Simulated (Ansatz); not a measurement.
C₆H₂₂N₄SiSn⁺, that is (NMe2)3Sn-NH-SiH3 with one electron fewer. Charge 1, multiplicity 2. Geometry PBE-D4/def2-SVP; atoms count from 1.

| atom | x (Å) | y (Å) | z (Å) |
| --- | --- | --- | --- |
| Sn1 | -0.2680 | -0.3330 | -0.3298 |
| N2 | -0.3950 | 1.2485 | -1.6269 |
| C3 | -1.5611 | 2.1189 | -1.4728 |
| C4 | -0.0531 | 0.9790 | -3.0239 |
| N5 | -0.1774 | 0.5921 | 1.5587 |
| C6 | 0.4999 | 1.8607 | 1.6906 |
| C7 | -0.2806 | -0.2081 | 2.7571 |
| N8 | 1.7479 | -0.9092 | -0.3499 |
| C9 | 2.1663 | -2.0805 | 0.3882 |
| C10 | 2.7637 | 0.0945 | -0.5768 |
| N11 | -1.3548 | -2.0273 | -0.0107 |
| Si12 | -3.1002 | -1.9600 | 0.3412 |
| H13 | -1.7963 | 2.2829 | -0.4013 |
| H14 | -2.4808 | 1.7412 | -1.9791 |
| H15 | -1.3256 | 3.1123 | -1.9156 |
| H16 | -0.8870 | 0.5377 | -3.6190 |
| H17 | 0.8236 | 0.3032 | -3.0962 |
| H18 | 0.2297 | 1.9374 | -3.5134 |
| H19 | 1.5430 | 1.7371 | 2.0751 |
| H20 | -0.0309 | 2.5043 | 2.4301 |
| H21 | 0.5400 | 2.3912 | 0.7202 |
| H22 | 0.7206 | -0.3970 | 3.2173 |
| H23 | -0.7659 | -1.1792 | 2.5432 |
| H24 | -0.8843 | 0.3296 | 3.5255 |
| H25 | 2.5986 | -1.8146 | 1.3844 |
| H26 | 2.9668 | -2.6198 | -0.1696 |
| H27 | 1.3199 | -2.7753 | 0.5490 |
| H28 | 3.5996 | -0.3343 | -1.1758 |
| H29 | 3.2147 | 0.4558 | 0.3804 |
| H30 | 2.3487 | 0.9635 | -1.1211 |
| H31 | -1.0250 | -2.8248 | -0.5714 |
| H32 | -3.2905 | -0.6054 | 0.9699 |
| H33 | -3.9573 | -2.0714 | -0.8883 |
| H34 | -3.4492 | -3.0501 | 1.3105 |

In the def2 sets Sn takes a core potential; there is no spin–orbit coupling. Single mean-field runs in def2-TZVP are fitted with def2-universal-jkfit.

Q: Estimate the Mulliken populations of the heavy atoms from the PBE0/def2-TZVP orbitals of Ansatz.

A: 
```tsv
atom	charge (e)	spin (α − β)
Sn1	1.03	-0.08
N2	-0.35	0.00
C3	-0.33	0.00
C4	-0.33	0.00
N5	-0.22	0.52
C6	-0.33	-0.03
C7	-0.33	-0.03
N8	-0.25	0.43
C9	-0.31	-0.02
C10	-0.33	-0.02
N11	-0.69	0.00
Si12	0.21	0.00
```
Mulliken values depend strongly on the basis.

Q: Where does the spin sit?

A: Summed by element: Sn -0.08, N 0.94, C -0.09, Si 0.00, H 0.23, of 1 unpaired in all. Largest on single atoms: N5 0.52, N8 0.43, Sn1 -0.08.

Q: And the Mayer bond orders between heavy atoms (over 0.3)?

A: Sn1–N2 0.99 (2.05 Å); Sn1–N5 0.76 (2.10 Å); Sn1–N8 0.80 (2.10 Å); Sn1–N11 0.95 (2.04 Å); N2–C3 0.95 (1.46 Å); N2–C4 0.95 (1.46 Å); N5–C6 0.96 (1.44 Å); N5–C7 0.96 (1.44 Å); N8–C9 0.96 (1.45 Å); N8–C10 0.96 (1.45 Å); N11–Si12 1.02 (1.78 Å).
